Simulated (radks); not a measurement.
W+, 73 electrons, occupied as [Xe] 4f14 5d4 6s1 (the NIST ground configuration).

Calculated with a radial shooting solver on a logarithmic mesh with Libxc functionals: scalar-relativistic Kohn-Sham, PBEsol, spin-polarised, spherical densities, point nucleus; open shells are filled with parallel spins first (spin-orbit coupling, left out, can overturn this in heavy ions); hard spherical wall at 3 bohr.

Energy parts (Ry):
| part | energy |
|---|---|
| total | -32272.0177 |
| kinetic | 35580.7560 |
| electron-nucleus | -79860.2899 |
| Hartree | 12645.0275 |
| exchange-correlation | -637.5112 |

Orbitals (lengths in bohr, moments of r in powers of bohr; <r^-3> diverges for s and p1/2):
orbital,occ.,eigenvalue (Ry),<r^-3>,<1/r>,<r>,<r^2>
1s up,1,-5105.587,-,87.09,0.01835,0.0004630
1s down,1,-5105.583,-,87.09,0.01835,0.0004630
2s up,1,-880.7920,-,20.36,0.07758,0.007122
2s down,1,-880.7722,-,20.36,0.07758,0.007121
2p up,3,-770.2530,19750,18.45,0.06945,0.005893
2p down,3,-770.2366,19750,18.45,0.06945,0.005893
3s up,1,-202.4552,-,7.537,0.2011,0.04625
3s down,1,-202.4472,-,7.537,0.2011,0.04625
3p up,3,-169.7288,4402,6.958,0.2014,0.04702
3p down,3,-169.7201,4402,6.958,0.2014,0.04701
3d up,5,-132.0867,565.6,6.575,0.1824,0.03899
3d down,5,-132.0727,565.6,6.575,0.1824,0.03899
4s up,1,-41.36255,-,3.205,0.4496,0.2283
4s down,1,-41.34302,-,3.204,0.4496,0.2283
4p up,3,-30.62834,1024,2.910,0.4782,0.2602
4p down,3,-30.60904,1024,2.910,0.4782,0.2601
4d up,5,-17.03300,112.4,2.588,0.5119,0.3038
4d down,5,-17.00958,112.5,2.589,0.5115,0.3032
5s up,1,-5.50603,-,1.234,1.081,1.313
5s down,1,-5.33890,-,1.248,1.071,1.288
5p up,3,-2.93839,140.8,1.036,1.256,1.770
5p down,3,-2.71965,146.5,1.051,1.241,1.729
4f up,7,-1.99171,18.85,2.069,0.6156,0.4789
4f down,7,-1.94563,19.05,2.082,0.6087,0.4654
5d up,4,0.04711,9.898,0.7881,1.565,2.693
5d down,0,0.33626,10.40,0.7999,1.551,2.649
6s up,1,0.92298,-,0.7192,1.858,3.784
6s down,0,1.22745,-,0.7134,1.865,3.803
6p up,0,2.24449,96.39,0.7497,1.853,3.839
6p down,0,2.52345,93.94,0.7407,1.865,3.878
5f up,0,2.84176,2.387,0.6833,1.840,3.674
5f down,0,3.16050,2.306,0.6783,1.842,3.676
7s up,0,7.88534,-,0.8424,1.797,3.750
7s down,0,8.10770,-,0.8418,1.798,3.751

The highest occupied level is 6s up at 12.558 eV. The configuration is held as typed, so some empty levels lie below it. Spin moment in Bohr magnetons: 5. The density falls to 0.001 e/bohr^3 at r = 2.86 bohr. The pressure on the wall is 732 GPa. Summed over all electrons, <r^2> = 40.13 bohr^2, which gives a Langevin (diamagnetic) susceptibility term of -31.8 x 10^-6 cm^3/mol.
